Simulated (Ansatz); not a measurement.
Mulliken charges of C2H4FNSi (`N#C[SiH2]CF`) from PBE/def2-TZVPP in Ansatz (PBE0-D4/def2-TZVP geometry).

| atom | x (Å) | y (Å) | z (Å) | charge (e) |
| --- | --- | --- | --- | --- |
| N1 | -2.208 | -1.181 | 1.563 | 0.042 |
| C2 | -1.521 | -0.447 | 1.000 | -0.265 |
| Si3 | -0.377 | 0.681 | 0.082 | 0.291 |
| C4 | 1.044 | -0.404 | -0.531 | -0.028 |
| F5 | 1.945 | 0.387 | -1.230 | -0.197 |
| H6 | -1.136 | 1.277 | -1.039 | -0.026 |
| H7 | 0.091 | 1.716 | 1.029 | -0.026 |
| H8 | 0.681 | -1.194 | -1.196 | 0.105 |
| H9 | 1.569 | -0.879 | 0.304 | 0.105 |

Q: By hand: the dipole of these point charges (1 e Å = 4.8032 D).

A: Σ q r = (0.052, -0.093, -0.012) e Å, of length 0.107 e Å = 0.51 D.

Q: How does the dipole of the full density compare? (Estimate.)

A: Ansatz gave: (0.304, 0.200, -0.224) e Å, 2.05 D; the point charges give 0.25 times that, at 90° from its direction.

Point charges leave out the atoms' own dipoles, such as those of lone pairs, and Mulliken's split depends on the basis, so the two needn't agree.
